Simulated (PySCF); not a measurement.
## Ionisation energy of In⁺ by level of theory

In⁺ [Kr] 4d10 5s2 (1S) → In²⁺ [Kr] 4d10 5s1 (2S), as a difference of total energies. Computed with PySCF 2.14 in def2-QZVPPD with the def2 core potential (28 electrons) (8s6p5d4f1g, 88 functions), with a scalar-relativistic core potential. Correlated levels: valence: 4s2 4p6 4d10 frozen; valence and next inner shell: nothing frozen outside the core potential. The calculations carry no spin-orbit coupling.

**Question.** Order these methods by the ionisation energy they give, lowest first.
A. r2SCAN
B. PBE
C. LDA
D. PW91

**Answer.** A (18.803 eV), B (19.049 eV), D (19.129 eV), C (19.494 eV).

Errors of the correlated levels include the incompleteness of this basis and the frozen core.

For comparison: 18.870 eV (measured; NIST Atomic Spectra Database, ionization energies).
